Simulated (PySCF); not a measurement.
MgCl2, SMILES [Cl][Mg][Cl]. Geometry optimised at PBE-D3(BJ)/def2-TZVP. The isomer is the one that the SMILES or the coordinates give; other isomers of the formula were not compared.

Computed equilibrium geometry at PBE-D3(BJ)/def2-TZVP (PySCF confirms it by a frequency run) as bond lengths and angles, and its point group:
point group D∞h.
Atoms: Mg1 Cl2 Cl3. Bonds (Å): Mg1–Cl2 2.182, Mg1–Cl3 2.182. Angles (°): Cl2–Mg1–Cl3 180.0.
